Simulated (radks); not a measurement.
Results of a calculation; reference values are marked as such.
All-electron atom: Ce in [Xe] 4f1 5d1 6s2 (the NIST ground configuration).

Level of theory: scalar-relativistic Kohn-Sham, SCAN, spin-polarised, spherical densities, finite nucleus; open shells are filled with parallel spins first (spin-orbit coupling, left out, can overturn this in heavy ions); meta-GGA in the generalised Kohn-Sham scheme; Fermi nuclear charge, rms radius 4.8771 fm (a radial shooting solver on a logarithmic mesh with Libxc functionals).

Energy parts (eV):
| part | energy |
|---|---|
| total | -241136.93 |
| kinetic | 255574.44 |
| electron-nucleus | -584035.59 |
| Hartree | 93046.92 |
| exchange-correlation | -5722.69 |

Orbitals (lengths in bohr, moments of r in powers of bohr; <r^-3> diverges for s and p1/2):
| orbital | occ. | eigenvalue (eV) | <r^-3> | <r^4> | <r> |
|---|---|---|---|---|---|
| 1s up | 1 | -40332.48 | - | 1.778e-06 | 0.02457 |
| 1s down | 1 | -40332.48 | - | 1.778e-06 | 0.02457 |
| 2s up | 1 | -6477.977 | - | 0.0002929 | 0.1052 |
| 2s down | 1 | -6477.948 | - | 0.0002929 | 0.1052 |
| 2p up | 3 | -5797.743 | 7974 | 0.0002148 | 0.09237 |
| 2p down | 3 | -5797.720 | 7974 | 0.0002148 | 0.09237 |
| 3s up | 1 | -1403.603 | - | 0.01183 | 0.2781 |
| 3s down | 1 | -1403.284 | - | 0.01183 | 0.2780 |
| 3p up | 3 | -1185.561 | 1601 | 0.01241 | 0.2764 |
| 3p down | 3 | -1185.230 | 1601 | 0.01240 | 0.2763 |
| 3d up | 5 | -876.5246 | 218.5 | 0.01037 | 0.2537 |
| 3d down | 5 | -876.2412 | 218.6 | 0.01035 | 0.2536 |
| 4s up | 1 | -287.6507 | - | 0.3047 | 0.6374 |
| 4s down | 1 | -286.7032 | - | 0.3047 | 0.6374 |
| 4p up | 3 | -216.0677 | 341.3 | 0.4003 | 0.6749 |
| 4p down | 3 | -215.0893 | 341.3 | 0.4003 | 0.6748 |
| 4d up | 5 | -112.9091 | 38.54 | 0.6752 | 0.7451 |
| 4d down | 5 | -111.8565 | 38.57 | 0.6766 | 0.7449 |
| 5s up | 1 | -42.0679 | - | 9.997 | 1.521 |
| 5s down | 1 | -41.4338 | - | 9.971 | 1.523 |
| 5p up | 3 | -24.2621 | 49.28 | 19.40 | 1.765 |
| 5p down | 3 | -23.5157 | 49.56 | 18.93 | 1.756 |
| 4f up | 1 | -5.4763 | 4.203 | 8.500 | 1.113 |
| 6s up | 1 | -4.0113 | - | 611.2 | 4.197 |
| 6s down | 1 | -3.5544 | - | 865.3 | 4.580 |
| 5d up | 1 | -3.4578 | 2.422 | 203.5 | 2.921 |

The highest occupied level is 5d up at -3.458 eV. The spin density at the nucleus is 5.367 e/bohr^3 (1s 0.024, 2s -0.133, 3s -1.691, 4s 0.102, 5s 1.550, 6s 5.515). The electron density at the nucleus is 3.976e+05 e/bohr^3 (large components only). The density falls to 0.001 e/bohr^3 at r = 5.45 bohr. Summed over all electrons, <r^2> = 93.84 bohr^2, which gives a Langevin (diamagnetic) susceptibility term of -74.3 x 10^-6 cm^3/mol. For comparison, the ionisation energy in NIST's Atomic Spectra Database is 5.539 eV (measured). In exact Kohn-Sham theory the highest level is minus the ionisation energy, but local and semilocal functionals leave it too shallow, through self-interaction and a potential that decays too fast; potentials with the right tail come closer.

Empty levels of this run are not shown, since the potential may be unsettled where no density lies.
